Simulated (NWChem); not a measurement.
Lowest excitation of AgF

```
Ag
F 1 1.9738
```
Charge 0, spin multiplicity 1.

All runs are NWChem calculations. The geometry was optimised at PBE0/def2-SVP with def2 effective core potentials on Ag, a minimum by its harmonic frequencies.

Basis set: def2-SVPD. CR-EOMCCSD(T) is the triples correction to the same EOM-CCSD root.

```tsv
method	lowest vertical singlet excitation energy (eV)	difference from EOM-CCSD
CIS	4.73	+0.96
TD-BHandHLYP	3.76	-0.01
TD-PBE	2.59	-1.18
TD-B3LYP	3.10	-0.67
EOM-CCSD	3.77	0.00
CR-EOMCCSD(T)	3.81	+0.04
```

The values span 2.14 eV, from TD-PBE (lowest) to CIS (highest). 

Effective core potentials replace the inner electrons of Ag; spin-orbit coupling is left out. The correlated methods keep 5 core orbitals frozen. B3LYP has NWChem's definition, with VWN1-RPA local correlation. The structure started from a generated list of species. Coupled-cluster values serve here as a point of comparison, not as the truth.
